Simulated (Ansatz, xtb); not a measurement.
**Isomers of C4H4BrNS in order of energy**

6 gas-phase structures of C4H4BrNS, from a drawn sample of its isomers (lower ones may exist). Each was relaxed with GFN2-xTB:

A. `Nc1cscc1Br`, a singlet
B. `Nc1ccsc1Br`, a singlet
C. `Nc1cc(Br)cs1`, a singlet
D. `Nc1sccc1Br`, a singlet
E. `Nc1csc(Br)c1`, a singlet
F. `Nc1ccc(Br)s1`, a singlet

Q: Which do you expect lowest at r2SCAN-D4/def2-SVP, and how would the others follow?

A: Calculated order at r2SCAN-D4/def2-SVP: A (0.0), D (3.7), B (7.9), C (9.0), E (15.4), F (19.7) kJ/mol. Less than 1 kcal/mol parts A and D; D and B; B and C, so the order within those pairs means little.

Energies above the lowest of each column, in kJ/mol; the last columns are at PBE0-D3(BJ)/def2-SVP geometries:

```csv
structure,GFN2-xTB,HF/STO-3G,r2SCAN-D4/def2-SVP,PBE0-D3(BJ)/def2-SVP,CCSD(T)/def2-SVP + ΔMP2/def2-TZVPP
A,0.0,2.9,0.0,0.0,0.0
D,0.6,0.7,3.7,3.0,5.9
B,11.6,4.0,7.9,7.1,7.7
C,1.3,0.0,9.0,9.4,12.2
E,14.1,4.6,15.4,15.2,14.8
F,14.5,3.1,19.7,19.1,23.1
```

CCSD(T)/def2-SVP + ΔMP2/def2-TZVPP puts A lowest; HF/STO-3G picks C. Flexible structures stand in one conformer each, not always the lowest. ΔMP2 is the change of the MP2 energy from the smaller to the larger basis.

Over these structures GFN2-xTB departs from r2SCAN-D4/def2-SVP by 3.1 kJ/mol on average once a common shift is removed. A GFN2-xTB relaxation took about 0.087 s and the r2SCAN-D4/def2-SVP energy about 4.8 s on a shared host (Ansatz 0.2.0, xtb 6.7.1).
